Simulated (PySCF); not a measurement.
Computed IR spectrum (relative IR intensity) of a molecule C₃H₁₀Si. Geometry: B3LYP-D3(BJ)/def2-SVP. The values are those of a single conformer. These are B3LYP-D3(BJ)/def2-SVP run with PySCF values and carry that method's errors. Frequencies are harmonic and unscaled.

Lines under 2 % of the strongest are left out, and lines within 2 cm⁻¹ are merged.

| ν (cm⁻¹) | relative intensity |
|---|---|
| 518 | 3.3 |
| 595 | 7.6 |
| 736 | 8.6 |
| 747 | 7.9 |
| 840 | 6.1 |
| 937 | 100 |
| 954 | 17 |
| 958 | 20 |
| 1024 | 6.5 |
| 1093 | 5.4 |
| 1363 | 3.6 |
| 1470 | 2.7 |
| 2210 | 82 |
| 2215 | 52 |
| 3021 | 25 |
| 3069 | 7.4 |
| 3101 | 16 |
| 3105 | 12 |

Which structure fits?
A. CC(C)[SiH3]
B. C[SiH](C)C
C. CCC[SiH3]
D. CC[SiH2]C

C, CCC[SiH3]
